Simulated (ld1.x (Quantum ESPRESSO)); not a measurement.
# Transferability test, PAW potential for Al (Z = 13)

```json
{"Element": "Al (Z = 13)", "Generator": "ld1.x (Quantum ESPRESSO) 7.5", "Type": "PAW", "Functional": "LDA (PZ)", "Relativity": "non-relativistic", "Frozen core": "[He]", "Valence charge": "11", "Reference configuration": "2s2 2p6 3s1 3p2", "Partial waves": "2s (bound): rcut 0.85, rcutus 1.00 bohr; 3s (bound): rcut 0.85, rcutus 1.00 bohr; 2p (bound): rcut 0.90, rcutus 1.05 bohr; 3p (bound): rcut 0.90, rcutus 1.05 bohr; 3d channel at -0.05 Ry: rcut 0.95, rcutus 1.05 bohr; 3d channel at 1.15 Ry: rcut 0.95, rcutus 1.05 bohr", "Local potential": "all-electron potential smoothed inside 0.85 bohr (lloc = -2)", "Core correction": "Bessel-smoothed model core inside 0.75 bohr", "Augmentation charge": "GAUSS, radius 0.90 bohr"}
```

Energies are relative to the spin-unpolarised reference configuration 2s2 2p6 3s1 3p2; without spin polarisation the order of configurations can differ from experiment. Spin-polarised rows fill each open shell by Hund’s rule, majority spin first.

(1) Give the all-electron excitation energy and the error of the potential for: 2s2 2p6 3s2 3p1; 2s2 2p6 3s2 3p0; 2s2 2p6 3s1 3p0; 2s2 2p5 3s2 3p1; 2s2 2p6 3s2 3p0.5; 2s2 2p6 3s1 3p1; 2s2 2p6 3s2 3p1.3; 2s2 2p6 3s1 3p2 (spin-polarised); 2s2 2p6 3s2 3p1 (spin-polarised).

Answers

(1)

```
           valence configuration  charge  ΔE all-electron (eV)  error AE − PS (meV)
                 2s2 2p6 3s2 3p1       0                -5.122                  0.0
                 2s2 2p6 3s2 3p0      +1                 0.734                  0.0
                 2s2 2p6 3s1 3p0      +2                20.077                 -0.1
                 2s2 2p5 3s2 3p1      +1                77.799                  -24
               2s2 2p6 3s2 3p0.5    +0.5                -2.993                  0.0
                 2s2 2p6 3s1 3p1      +1                 6.515                  0.0
               2s2 2p6 3s2 3p1.3    -0.3                -5.722                  0.0
2s2 2p6 3s1 3p2 (spin-polarised)       0                -1.631                  0.0
2s2 2p6 3s2 3p1 (spin-polarised)       0                -5.258                  0.0
```
